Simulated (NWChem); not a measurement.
# Correlation energy of HO2

```
O
H 1 0.9811
O 1 1.3168 2 105.95
```
Charge 0, spin multiplicity 2.

Program: NWChem. The geometry was optimised at UB3LYP/def2-SVP, a minimum by its harmonic frequencies.

Basis set: 6-311G**. Each correlation energy counts from its own Hartree-Fock reference.

The correlated methods keep 2 core orbitals frozen. The Pople sets run with spherical d functions. The structure started from a generated list of species. The unpaired electrons of the parent sit in orbitals of symmetry a" (Cs labels of the run); other states weren't searched. The stability of the SCF solutions was not checked. Open-shell Hartree-Fock references start from PBE0 orbitals. Coupled-cluster values serve here as a point of comparison, not as the truth.

```
method           correlation energy (mHa)            remark
---------------  ------------------------  ----------------
UMP2                                  ___                 -
SCS-UMP2                              ___                 -
CCSD on UHF                        -385.3  large amplitudes
CCSD[T] on UHF                        ___  large amplitudes
CCSD(T) on UHF                        ___  large amplitudes
CCSD on ROHF                       -390.9  large amplitudes
CCSD[T] on ROHF                    -405.1  large amplitudes
CCSD(T) on ROHF                    -402.9  large amplitudes
```

Problem. Some entries are withheld; supply them.

Solution. 
- UMP2, correlation energy (mHa): -368.0
- SCS-UMP2, correlation energy (mHa): -357.9
- CCSD[T] on UHF, correlation energy (mHa): -398.7
- CCSD(T) on UHF, correlation energy (mHa): -396.9
